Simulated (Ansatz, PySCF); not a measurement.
Molecule: TeCl₃, charge 0, multiplicity 2. It need not be the lowest isomer of its formula. 
Geometry from a B3LYP-D3(BJ)/def2-TZVP (Ansatz, an electronic-structure program) optimisation:
SMILES: Cl[Te](Cl)Cl
```xyz
4

Te     0.0021    -0.2987     0.2464
Cl    -2.4090    -0.5157    -0.1851
Cl     0.0004     1.9552    -0.3297
Cl     2.4021    -0.5258    -0.2390
```
Charge 0, spin multiplicity 2.

Wanted: atomisation energy (electronic, to ground-state atoms), in kJ/mol. Valence correlation only, unless marked. Open shells are spin-unrestricted. No spin-orbit coupling. The frozen core is the preceding noble-gas configuration, with the filled d and f shells of earlier blocks. Past Kr the def2 sets carry scalar-relativistic core potentials. The coupled-cluster limit lacks core correlation, which all-electron functionals hold. CBS(X,Y): correlation extrapolated as X^-3; Hartree-Fock from the larger set.

```json
[
 {"level": "HF/def2-TZVPD", "program": "PySCF", "atomisation energy (kJ/mol)": "308.7"},
 {"level": "HF/def2-QZVPPD", "program": "Ansatz", "atomisation energy (kJ/mol)": "317.2"},
 {"level": "SVWN5/def2-TZVPD", "program": "Ansatz", "atomisation energy (kJ/mol)": "960.4"},
 {"level": "MP2/def2-SVP", "program": "Ansatz", "atomisation energy (kJ/mol)": "543.6"}
]
```

### Question
Estimate the value at CCSD(T)/CBS(def2-TZVPP,def2-QZVPP) as computed with Ansatz.

### Answer
704.3 kJ/mol, so MP2/def2-SVP differs from it by -160.7 kJ/mol.
